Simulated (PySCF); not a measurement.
Cu (SMILES [Cu]), doublet; BP86/def2-TZVP (PySCF).

Here is a job for PySCF.
```python
from pyscf import gto, scf, dft

mol = gto.Mole()
mol.atom = '''
    Cu    0.00000000    0.00000000    0.00000000
'''
mol.basis = 'def2-tzvp'
mol.spin = 1
mol.verbose = 4
mol.build()

mf = dft.UKS(mol)
mf.xc = 'bp86'
mf.kernel()
mf.analyze()
```

The log (banner, timings and long lists left out):

```
PySCF version 2.14.0

[INPUT] verbose = 4
[INPUT] num. atoms = 1
[INPUT] num. electrons = 29
[INPUT] charge = 0
[INPUT] spin (= nelec alpha-beta = 2S) = 1
[INPUT] symmetry False subgroup None
[INPUT] Mole.unit = angstrom
[INPUT] Symbol           X                Y                Z      unit          X                Y                Z       unit  Magmom
[...]
nuclear repulsion = 0
number of shells = 15
number of NR pGTOs = 92
number of NR cGTOs = 45
basis = def2-tzvp
ecp = {}

******** <class 'pyscf.dft.uks.UKS'> ********
method = UKS
initial guess = minao
damping factor = 0
level_shift factor = 0
DIIS = <class 'pyscf.scf.diis.CDIIS'>
diis_start_cycle = 1
diis_space = 8
diis_damp = 0
SCF conv_tol = 1e-09
SCF conv_tol_grad = None
SCF max_cycles = 50
direct_scf = True
direct_scf_tol = 1e-13
number electrons alpha = 15  beta = 14
XC library pyscf.dft.libxc version 7.1.2
    S. Lehtola, C. Steigemann, M. J. T. Oliveira, and M. A. L. Marques,  SoftwareX 7, 1–5 (2018)
XC functionals = bp86
    A. D. Becke,  Phys. Rev. A 38, 3098 (1988)
    J. P. Perdew,  Phys. Rev. B 33, 8822 (1986)
    J. P. Perdew,  Phys. Rev. B 34, 7406–7406 (1986)
radial grids:
    Treutler-Ahlrichs [JCP 102, 346 (1995); DOI:10.1063/1.469408] (M4) radial grids

becke partition: Becke, JCP 88, 2547 (1988); DOI:10.1063/1.454033
pruning grids: <function nwchem_prune>
grids dens level: 3
symmetrized grids: False
atomic radii adjust function: <function treutler_atomic_radii_adjust>
small_rho_cutoff = 0
Set gradient conv threshold to 3.16228e-05
tot grids = 20640
init E= -1640.34178860397

cycle= 1 E= -1638.30342786249  delta_E= 2.04  |g|= 3.64  |ddm|= 1.22
cycle= 2 E= -1634.58492223068  delta_E= 3.72  |g|=  6.1  |ddm|= 2.96
cycle= 3 E= -1640.38719457369  delta_E= -5.8  |g|=  1.3  |ddm|= 1.73
cycle= 4 E= -1640.74428847673  delta_E= -0.357  |g|= 0.143  |ddm|= 0.898
cycle= 5 E= -1640.74849236634  delta_E= -0.0042  |g|= 0.00924  |ddm|= 0.0435
cycle= 6 E= -1640.74851402228  delta_E= -2.17e-05  |g|= 0.0011  |ddm|= 0.00521
cycle= 7 E= -1640.74851421154  delta_E= -1.89e-07  |g|= 0.000578  |ddm|= 0.000744
cycle= 8 E= -1640.74851427545  delta_E= -6.39e-08  |g|= 3.11e-05  |ddm|= 0.000307
cycle= 9 E= -1640.74851427567  delta_E= -2.21e-10  |g|= 4.24e-06  |ddm|= 3.86e-05
Extra cycle  E= -1640.74851427564  delta_E= 3.02e-11  |g|= 1.42e-05  |ddm|= 7.47e-06
converged SCF energy = -1640.74851427564  <S^2> = 0.75247267  2S+1 = 2.0024711
**** SCF Summaries ****
[...]
Total Energy =                       -1640.748514275640446
[...]
Two-electron Energy =                  646.323711749664767
Two-electron Coulomb Energy =          713.744264991415321
DFT Exchange-Correlation Energy =      -67.420553241750540
**** MO energy ****
                             alpha | beta                alpha | beta
[...]
To work with the spin densities directly, `use mulliken_meta_spin()` only printing them here.

 ** Mulliken spin pop alpha/beta on meta-lowdin orthogonal AOs **
 ** Mulliken Spin Density (per AO)  **
spin_pop of  0 Cu 1s        0.00000
spin_pop of  0 Cu 2s        0.00001
spin_pop of  0 Cu 3s        0.00002
spin_pop of  0 Cu 4s        0.99308
spin_pop of  0 Cu 5s        0.00663
spin_pop of  0 Cu 6s        0.00026
spin_pop of  0 Cu 2px       0.00000
spin_pop of  0 Cu 2py       0.00000
spin_pop of  0 Cu 2pz       0.00000
spin_pop of  0 Cu 3px      -0.00002
spin_pop of  0 Cu 3py      -0.00002
spin_pop of  0 Cu 3pz      -0.00002
spin_pop of  0 Cu 4px       0.00002
spin_pop of  0 Cu 4py       0.00002
spin_pop of  0 Cu 4pz       0.00002
spin_pop of  0 Cu 5px       0.00001
spin_pop of  0 Cu 5py       0.00001
spin_pop of  0 Cu 5pz       0.00001
spin_pop of  0 Cu 3dxy     -0.00249
spin_pop of  0 Cu 3dyz     -0.00249
spin_pop of  0 Cu 3dz^2    -0.00249
spin_pop of  0 Cu 3dxz     -0.00249
spin_pop of  0 Cu 3dx2-y2   -0.00249
spin_pop of  0 Cu 4dxy      0.00150
spin_pop of  0 Cu 4dyz      0.00150
spin_pop of  0 Cu 4dz^2     0.00150
spin_pop of  0 Cu 4dxz      0.00150
spin_pop of  0 Cu 4dx2-y2    0.00150
spin_pop of  0 Cu 5dxy      0.00092
spin_pop of  0 Cu 5dyz      0.00092
spin_pop of  0 Cu 5dz^2     0.00092
spin_pop of  0 Cu 5dxz      0.00092
spin_pop of  0 Cu 5dx2-y2    0.00092
spin_pop of  0 Cu 6dxy      0.00006
spin_pop of  0 Cu 6dyz      0.00006
spin_pop of  0 Cu 6dz^2     0.00006
spin_pop of  0 Cu 6dxz      0.00006
spin_pop of  0 Cu 6dx2-y2    0.00006
spin_pop of  0 Cu 4f-3      0.00000
spin_pop of  0 Cu 4f-2     -0.00000
spin_pop of  0 Cu 4f-1     -0.00000
spin_pop of  0 Cu 4f+0     -0.00000
spin_pop of  0 Cu 4f+1     -0.00000
spin_pop of  0 Cu 4f+2      0.00000
spin_pop of  0 Cu 4f+3      0.00000
 ** Mulliken Spin Density (per atom)  **
spin density of  0 Cu =      1.00000
 ** Mulliken pop alpha/beta on meta-lowdin orthogonal AOs **
 ** Mulliken pop       alpha | beta **
In total            15.00000 | 14.00000
 ** Mulliken atomic charges   ( Nelec_alpha | Nelec_beta ) **
charge of  0Cu =     -0.00000  (    15.00000     14.00000 )
Dipole moment(X, Y, Z, Debye):  0.00000,  0.00000,  0.00000
```
